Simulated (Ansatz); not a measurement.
The cluster B₂As₂. Charge 0, multiplicity 5. Geometry B3LYP-D4/def2-SVP.

Cartesian coordinates in Å:
```
B 1.231 -0.042 0.792
B -0.123 0.118 -0.165
As -0.218 -1.424 0.946
As -0.890 1.348 -1.572
```

At PBE0-D4/def2-TZVP a triplet of charge 0 lies 2.30 eV below the quintet, each at its own geometry. The structure comes from a short search, and lower isomers may exist.

Problem. Estimate the α-spin orbital energies around the gap (eV) in Ansatz with LDA (SPW92)/def2-TZVP, revPBE-D4/def2-TZVP, r2SCAN-D4/def2-TZVP, B97M-V/def2-TZVP, PBE0-D4/def2-TZVP.

Solution. 
```tsv
orbital	LDA (SPW92)/def2-TZVP	revPBE-D4/def2-TZVP	r2SCAN-D4/def2-TZVP	B97M-V/def2-TZVP	PBE0-D4/def2-TZVP
HOMO−5	-7.77	-7.54	-7.97	-7.88	-8.84
HOMO−4	-7.64	-7.34	-7.65	-7.53	-8.45
HOMO−3	-6.82	-6.67	-7.15	-6.93	-7.97
HOMO−2	-6.01	-5.92	-6.39	-6.13	-7.14
HOMO−1	-5.96	-5.83	-6.23	-6.02	-6.88
HOMO	-4.98	-4.86	-5.24	-5.02	-6.00
LUMO	-3.35	-3.04	-3.05	-2.95	-2.32
LUMO+1	-1.44	-1.09	-0.85	-0.86	-0.28
LUMO+2	-0.54	-0.29	-0.13	-0.12	0.47
LUMO+3	0.26	0.52	0.85	0.69	1.21
LUMO+4	0.86	1.15	1.53	1.12	1.72
LUMO+5	1.64	1.92	2.36	2.09	2.66
β HOMO	-7.03	-6.75	-7.03	-6.96	-7.79
β LUMO	-5.61	-5.17	-5.08	-5.12	-4.43
```
